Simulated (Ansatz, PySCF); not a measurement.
Ways to break one bond of FB(F)Cl:

A. FB(F)Cl [chloro(difluoro)borane] -> F[B]F + Cl atom
B. FB(F)Cl [chloro(difluoro)borane] → F[B]Cl + F atom

Quantity: bond dissociation energy (enthalpy at 298 K, with B3LYP-D3(BJ) rigid-rotor harmonic-oscillator terms), kcal/mol. Each molecule is optimised on its own at B3LYP-D3(BJ)/def2-TZVP (Ansatz, a program for electronic structure). Frequencies are from Ansatz or PySCF. Correlated levels leave the core frozen unless marked. Open shells are spin-unrestricted. No spin-orbit coupling. No relativistic terms. Basis-set limits of correlation are two-point, X^-3; Hartree-Fock from the larger set.

```
   r2SCAN0-D4/def2-TZVPD (Ansatz + dftd4)  B2GP-PLYP/def2-TZVPD (Ansatz)  SCS-MP2/STO-3G (Ansatz)  CCSD(T)/CBS(cc-pV(T+d)Z,cc-pV(Q+d)Z) (Ansatz)
-  --------------------------------------  -----------------------------  -----------------------  ---------------------------------------------
A                                   118.9                          119.9                    117.2                                          123.4
B                                   160.5                          166.5                    138.2                                          169.8
```
